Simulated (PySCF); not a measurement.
SMILES F[SiH2]O[SiH2]O[SiH2]Cl (H6ClFO2Si3), PBE0/def2-SVP optimised geometry. Atoms within 1.6 Å of the plane z = 0.0 Å (x, y, z in Å): Si1 (1.84, 1.52, -1.29), F2 (3.33, 1.66, -0.67), O3 (0.83, 0.92, -0.14), Si4 (0.25, -0.37, 0.71), O5 (-1.16, -0.88, 0.00), Si6 (-2.80, -0.88, 0.00), H10 (1.22, -1.49, 0.66), H12 (-3.27, -1.66, -1.17), H13 (-3.33, 0.51, 0.00).

Computed with PBE0/def2-TZVP in PySCF. Cells within 0.4 Å of a nucleus heavier than hydrogen are left out (blank, or x).

Map of the Laplacian of the electron density (e/bohr⁵), clipped to [-1.50, 1.50] on the plane z = 0.0 Å:

```
|5555555555555555555555555555555|
|5555555555555555555555555555555|
|5555555555555555555555555555555|
|5555555555555555555555555555555|
|5555555555555555555555555555555|
|5555555555555555555555555555555|
|5555555555555555555555555555555|
|5555555555555555555555555555555|
|5555555555555555555555555555555|
|5555555555555555555555556555555|
|5555555555555555555555568755555|
|5555555555555555666655568755555|
|55555555555555565xx655556555555|
|55555525555555564xx655555555555|
|5555540455555555546655555555555|
|5555543445555555555555555555555|
|5555556995565656655555555555555|
|5555559xx95xx155555555555555555|
|5555559xx95xx365555555555555555|
|5555555995566655555555555555555|
|5555555555555555555555555555555|
|5555555555555555555555555555555|
|5555555555555555555555555555555|
|5555555555555555555555555555555|
|5555555555555555555555555555555|
|5555555555555555555555555555555|
|5555555555555555555555555555555|
|5555555555555555555555555555555|
|5555555555555555555555555555555|
|5555555555555555555555555555555|
|5555555555555555555555555555555|
```
Scale: ten equal steps from -1.50 (start of '0') to 1.50 (end of '9'), in the order '0123456789'; x runs from -5.50 to 5.50, y from -5.50 (bottom) to 5.50 (top).
